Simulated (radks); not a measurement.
Initial-state core-level shifts of the tin ion Sn+ when its valence configuration changes from [Kr] 4d10 5s2 5p1. All-electron calculation, Dirac Kohn-Sham, PBE, spin-unpolarised, spherical densities, point nucleus; open shells are shared between the two j in proportion to 2j + 1. Program: a radial shooting solver on a logarithmic mesh with Libxc functionals. Shifts are changes of the shell-averaged eigenvalues in eV (positive: less bound).

valence,1s,2p,3s,3p
4d10 5s1 5p2,-1.561,-1.517,-1.539,-1.539
4d9 5s2 5p2,-8.120,-8.511,-8.256,-8.257
4d9 5s1.5 5p2.5,-8.852,-9.225,-8.981,-8.982
4d8 5s2 5p3,-16.440,-17.288,-16.698,-16.700
4d10 5p3,-3.052,-2.965,-3.011,-3.010
4d7 5s2 5p4,-24.978,-26.342,-25.334,-25.337
4d10 5s1.5 5p1.5,-0.790,-0.768,-0.779,-0.779
4d8 5s1 5p4,-17.805,-18.622,-18.054,-18.055
4d7 5p6,-27.531,-28.845,-27.884,-27.885
